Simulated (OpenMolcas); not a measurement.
Se⁵⁺: effect of the level shift or regulariser

```yaml
Program: OpenMolcas 26.06
Basis: ANO-R3 [7s6p5d4f2g]
Scalar_Hamiltonian: X2C, finite nucleus
Active_space: 1 electron in 4 orbitals (4s 4p)
State_averaging: 2S+1 = 2 even, 1 root; 2S+1 = 2 odd, 3 roots
Spin-orbit_coupling: RASSI with atomic mean-field integrals over the reference wave functions, term energies averaged over their components
```

Methods on the same reference wave functions:
A. CASSCF
B. SS-CASPT2, IPEA 0.25 Eh, imaginary shift 0.1 Eh (closed shells correlated: 3d)
C. SS-CASPT2, IPEA 0.25 Eh, real shift 0.2 Eh (closed shells correlated: 3d)

Energies in cm⁻¹ above 4s ²S_1/2, the measured ground level; measured values from Moore, Atomic Energy Levels, vol. II, NSRDS-NBS 35 (1971 reprint of NBS Circular 467, 1952).

```tsv
Level	A	B	C	Measured
4s ²S_1/2	0.0	0.0	0.0	0.0
4p ²P°_1/2	112017	113722	113721	112762
4p ²P°_3/2	116877	118581	118581	118462
```

Deviations, from unrounded energies. A percentage is the sum of absolute deviations over the sum of measured energies, with the sign that they share, or ± where signs differ.

```
           Against measurement  Levels     A     B     C
mean absolute deviation (cm-1)       2  1200   540   540
      other configurations (%)       2  -1.0  +0.5  +0.5
```

B, C lie about equally close to measurement and A furthest from it. The largest miss of C in the table is 4p ²P°_1/2, by +960 cm-1. The ranking rests on the paired levels alone, and a cruder setting can come out closer through cancelling errors.

Between B and C no level of the table moves by more than 5 cm-1.

The lowest spin-free term lies below A's lowest term by 0.441 hartree in B, 0.441 hartree in C.

With one active electron the reference holds no correlation, so core polarisation is missing (holds for A). With one active electron, CASPT2 adds the correlation within the correlated inactive shells and between them and that electron, and leaves the splitting within a term as the reference gives it (holds for B; C). Measured partners are found by configuration, term and J. A level has none where our copy of the source lacks it or the pairing is in doubt (some pairs that miss far off the trend of their configuration count as doubtful), and it then counts in no deviation. Levels of configurations outside the active space are missing.

° marks odd parity.
